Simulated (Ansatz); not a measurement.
## Worked example: GaH3(OH2) → GaH3 + H2O

Species: GaH3(OH2), singlet; GaH3 `[GaH3]`, singlet; H2O (water) `O`, singlet. 

Shapes, held fixed at every level: PBE0-D4/def2-TZVP. Programs: Ansatz 0.2.0. The zero-point and thermal change to 298 K, harmonic and unscaled (PBE0-D4/def2-TZVP), is -8.2 kJ/mol.

At CCSD(T)/def2-TZVPP; 1 Eh = 2625.50 kJ/mol:

| species | energy (Eh) |
| --- | --- |
| GaH3(OH2) | -2001.589363 |
| GaH3 | -1925.228007 |
| H2O | -76.337011 |

Q: Work out ΔH(298 K) of the reaction at this level.

A: 
1. Products less reactants: (-1925.228007) + (-76.337011) − [(-2001.589363)] = 0.024345 Eh = +63.9 kJ/mol.
2. With the thermal change: +63.9 + (-8.2) = +55.7 kJ/mol.

Other levels give +50.5 (B3LYP-D4/def2-TZVPP) to +72.3 kJ/mol (CCSD(T)/def2-SVP). No measured value is set beside it here. Relativity is left out for Ga unless named. Correlated rows may include outer-core shells of Ga, which these sets cover unevenly.
